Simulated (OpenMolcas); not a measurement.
# C+: thermal populations, the spin-orbit constant, worked from levels

```
Program             : OpenMolcas 26.06
Basis               : ANO-RCC-VQZP [5s4p3d2f1g]
Scalar Hamiltonian  : DKH2, point nucleus
Active space        : 1 electron in 9 orbitals (RAS2 2p; RAS3 3s 3d, at most 1 electron)
State averaging     : 2S+1 = 2 odd, 3 roots; 2S+1 = 2 even, 6 roots
Spin-orbit coupling : RASSI with atomic mean-field integrals over the reference wave functions, term energies averaged over their components
```

Methods: RASSCF; SS-RASPT2, IPEA 0.25 Eh, imaginary shift 0.1 Eh (closed shells correlated: 1s 2s). Measured levels: NIST Handbook of Basic Atomic Spectroscopic Data.

**Thermal populations.** Z = Σ (2J + 1) exp(-E/kT) with k = 0.695035 cm-1/K, over the levels below. No other level of either list lies under 43000 cm-1, which is above 7 kT at each temperature.

| Level | 2J + 1 | SS-RASPT2 | measured |
| --- | --- | --- | --- |
| 2s2 2p 2P* 1/2 | 2 | 0.0 | 0.0 |
| 2s2 2p 2P* 3/2 | 4 | 63.3 | 63.4 |

```tsv
T (K)	Z, SS-RASPT2	Z, measured levels	Ground level (%), SS-RASPT2	Ground level (%), measured levels
3000	5.880	5.880	34.0	34.0
5000	5.928	5.928	33.7	33.7
8000	5.955	5.955	33.6	33.6
```

At 8000 K, kT = 5560 cm-1, and the computed levels give Z = 2.000 + 3.955 = 5.955.

**The spin-orbit constant.** For the Hund term 2P* of p1, E(J) = (A/2) J(J+1) + constant and ζ = 2S·A = A. From J = 1/2 to J = 3/2 the energy changes by 1.5 A.

| Source | E(3/2) - E(1/2) | A | ζ |
| --- | --- | --- | --- |
| RASSCF | 63.3 | 42.2 | 42 |
| SS-RASPT2 | 63.3 | 42.2 | 42 |
| measured | 63.4 | 42.3 | 42 |

All in cm-1. SS-RASPT2 is off by -0.2 % and RASSCF by -0.2 %. Both methods take the spin-orbit matrix elements from the reference wave functions, so the second can move ζ only through the term energies and any multistate remixing.

With one active electron the reference holds no correlation, so core polarisation is missing (holds for RASSCF). With one active electron, CASPT2 adds the correlation within the correlated inactive shells and between them and that electron, and leaves the splitting within a term as the reference gives it (holds for SS-RASPT2). Computed and measured levels are paired by configuration, term and J; levels that our copy of the source lacks, or whose pairing is in doubt (as where it misses far off the trend of its configuration), stay unpaired and out of the deviations. Only configurations of the active space appear.

* marks odd parity.
